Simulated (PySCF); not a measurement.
Species: C5H8S2.
InChI=1S/C5H8S2/c1-3-4-5-7-6-2/h5H2,1-2H3

Computed, not measured: TDDFT CAM-B3LYP/def2-SVPD, vertical, gas phase, core orbitals frozen in the response in PySCF 2.14.0, density-fitted response routines. One conformer (not necessarily the lowest) at the GFN2-xTB geometry, without solvent, vibrations or thermal averaging. Torsions of this conformer, `[CH3:1][C:2]#[C:3][CH2:4][S:5][S:6][CH3:7]`: C3–C4–S5–S6 -76°, C4–S5–S6–C7 90°.

Computed states:

| state | E (eV) | f |
| --- | --- | --- |
| S1 | 4.96 | 0.0053 |
| S2 | 5.13 | 0.0081 |
| S3 | 5.75 | 0.025 |
| S4 | 6.07 | 0.045 |
| S5 | 6.14 | 0.0004 |
| S6 | 6.24 | 0.0091 |
| S7 | 6.51 | 0.0096 |
| S8 | 6.63 | 0.022 |

Broadening: Gaussians 0.25 eV wide at half height, area fixed by f = 4.319×10⁻⁹ ∫ε dν̃. The width is an assumption, not a result. The curve ends short of the highest state used, and states not computed would add to its high-energy end.

(1) What does the envelope look like, and where are its maxima?

(2) On this curve, what absorbance would a 10⁻⁴ mol/L sample give at 248 nm over a 1 cm path?

(3) Coming from long wavelengths, where does ε first pass 100 L mol⁻¹ cm⁻¹?

Answers

(1) 
E (eV), ε (L mol⁻¹ cm⁻¹) and a bar:
```
     4.59          1 
     4.63          4 
     4.67         13 
     4.71         35 
     4.75         80 #
     4.79        160 #
     4.83        282 ##
     4.88        482 ###
     4.92        656 ####
     4.96        818 #####
     5.00        953 ######
     5.04       1049 #######
     5.08       1092 #######
     5.12       1060 #######
     5.16        941 ######
     5.21        696 ####
     5.25        477 ###
     5.29        287 ##
     5.33        151 #
     5.37         73 
     5.41         44 
     5.45         60 
     5.49        139 #
     5.53        318 ##
     5.58        751 #####
     5.62       1274 ########
     5.66       1877 ############
     5.70       2405 ###############
     5.74       2689 #################
     5.78       2661 #################
     5.82       2418 ###############
     5.86       2203 ##############
     5.91       2364 ###############
     5.95       2971 ###################
     5.99       3858 #########################
     6.03       4696 ##############################
```

Maxima: 244 nm (5.08 eV), ε about 1100, made up of S1 (27%) and S2 (73%); 215 nm (5.76 eV), ε about 2700, made up of S3 (98%) (ε in L mol⁻¹ cm⁻¹; maxima over ε = 5, shares over 10%). At its high-energy end, 6.03 eV, the curve is still rising (ε about 4700, from S4).

(2) 248 nm is 4.999 eV, where ε is about 950 L mol⁻¹ cm⁻¹, so A = ε c l ≈ 0.095 (Beer–Lambert, with the gas-phase spectrum and the assumed width).

(3) At about 260 nm (4.76 eV), 0.20 eV below S1.
